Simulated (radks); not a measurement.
Excited configurations of Tc II: one electron is placed in a higher orbital outside [Kr] 4d5. The ground configuration is [Kr] 4d5 5s1. All-electron calculation, Dirac Kohn-Sham, PBE, spin-unpolarised, spherical densities, finite nucleus; open shells are shared between the two j in proportion to 2j + 1; Fermi nuclear charge, rms radius 4.4112 fm. Program: a radial shooting solver on a logarithmic mesh with Libxc functionals. Excitation = E - E(ground); binding = E(ion) - E, where the ion is the core of charge +2; n* = 2/sqrt(2 binding) in atomic units, and the quantum defect is n - n*. Eigenvalue and <r> are those of j = l + 1/2.

\begin{tabular}{lrrrrrr}
outer orbital & excitation (eV) & binding (eV) & n* & quantum defect & eigenvalue (eV) & <r> (bohr) \\ \hline
4f & 11.304 & 3.548 & 3.917 & 0.083 & -2.492 & 8.497 \\
5p & 4.577 & 10.274 & 2.302 & 2.698 & -7.446 & 3.817 \\
6p & 9.812 & 5.039 & 3.286 & 2.714 & -3.912 & 8.029 \\
6f & 13.121 & 1.730 & 5.608 & 0.392 & -1.350 & 21.66 \\
7s & 11.235 & 3.616 & 3.879 & 3.121 & -2.884 & 11.74 \\
7p & 11.816 & 3.036 & 4.234 & 2.766 & -2.411 & 13.57 \\
7d & 12.648 & 2.203 & 4.970 & 2.030 & -1.746 & 17.99 \\
7f & 13.563 & 1.288 & 6.499 & 0.501 & -1.030 & 30.38 \\
\end{tabular}

The Delta-SCF ionisation energy is 14.851 eV (NIST Atomic Spectra Database: 15.260 eV, semi-empirical). Self-interaction in the functional shifts the binding energies and quantum defects, so they are the method's values and not measured ones. Spin polarisation and multiplet splitting are left out, so open shells lie too high by an amount that depends on their filling. Sharing an open shell by 2j + 1 raises it above the true ground level by a part of the spin-orbit splitting, which enters the differences from NIST.

Beside tabulated values, note that spin-unpolarised runs miss the spin-polarisation part of the exchange energy of open shells.
